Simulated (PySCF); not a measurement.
# Finite-field polarisability of S (sulfur, neutral)

[Ne] 3s2 3p4, high-spin 3P determinant. Calculation: PySCF 2.14, in def2-TZVPPD (6s6p4d1f, 51 functions); the non-relativistic Hamiltonian (point nucleus). Frozen: [Ne]. Energy changes in a uniform field (μhartree):

| axis | F (au) | HF | MP2 | CCSD | CCSD(T) |
| --- | --- | --- | --- | --- | --- |
| x | 0.0033 | -97.396 | -97.785 | -97.089 | -97.404 |
| x | 0.0066 | -389.696 | -391.272 | -388.489 | -389.754 |
| y | 0.0031 | -103.281 | -105.062 | -104.501 | -105.214 |
| y | 0.0062 | -413.405 | -420.579 | -418.336 | -421.202 |

By symmetry the remaining axis equals x.

Question: Derive α along x at CCSD(T) from the two fields.

Answer: With ΔE = −αF²/2 − γF⁴/24, α = −(16 ΔE(F) − ΔE(2F))/(6F²) = 17.89 bohr³.

Question: And the mean polarisability at each level?

Answer: The components xx, yy, zz at CCSD(T) are 17.89, 21.89, 17.89, the third axis being equal by symmetry to one of the two computed. Means: HF 19.09, MP2 19.26, CCSD 19.13, CCSD(T) 19.22 bohr³. Reference: 19.4 ± 0.1 bohr³ (recommended; Schwerdtfeger and Nagle, table of static dipole polarizabilities (2023 update)).
